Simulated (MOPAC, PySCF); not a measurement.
H$_{5}$NOSi, SMILES `[SiH2](N)O`, neutral singlet in the gas phase. 

Cartesian coordinates (Å):
```xyz
8

N      1.0395    -0.6431    -0.5723
Si    -0.2600    -0.0995     0.3817
O     -0.8955     1.3098    -0.1993
H      0.8761    -1.0458    -1.4804
H      1.9325    -0.1797    -0.5348
H     -1.3065    -1.1559     0.3699
H      0.2485     0.1190     1.7618
H     -1.6346     1.6952     0.2734
```
Charge 0, spin multiplicity 1.

All levels are single points at this geometry (PBE0-D4/def2-TZVP); Pople sets use spherical d functions. Orbital energies aren't observables, and empty levels follow the basis.

```csv
level,HOMO (eV),LUMO (eV),gap (eV),dipole (D),"vertical IE, Delta-SCF (eV)"
B3LYP-D3(BJ)/def2-TZVP in PySCF,-7.52,0.49,8.01,0.33,10.29
PBE0-D4/def2-TZVP in PySCF,-7.78,0.81,8.59,0.33,10.30
B3LYP/3-21G in PySCF,-6.72,1.87,8.59,0.41,–
B3LYP/6-311+G** in PySCF,-7.57,-0.17,7.40,0.29,–
B3LYP/6-31G* in PySCF,-7.13,1.27,8.40,0.36,10.15
B3LYP/LANL2DZ in PySCF,-7.17,1.16,8.33,0.55,–
BP86/6-31G* in PySCF,-6.02,0.70,6.72,0.44,–
M06-2X/6-31G* in PySCF,-8.89,2.29,11.18,0.35,–
SVWN5/6-31G* in PySCF,-6.02,0.49,6.51,0.42,–
HF/6-31G* in PySCF,-11.24,4.62,15.86,0.37,8.84
AM1 in MOPAC,-10.28,1.74,12.02,0.31,–
PM6 in MOPAC,-10.43,0.44,10.88,0.59,–
PM7 in MOPAC,-10.12,1.30,11.42,0.52,–
```
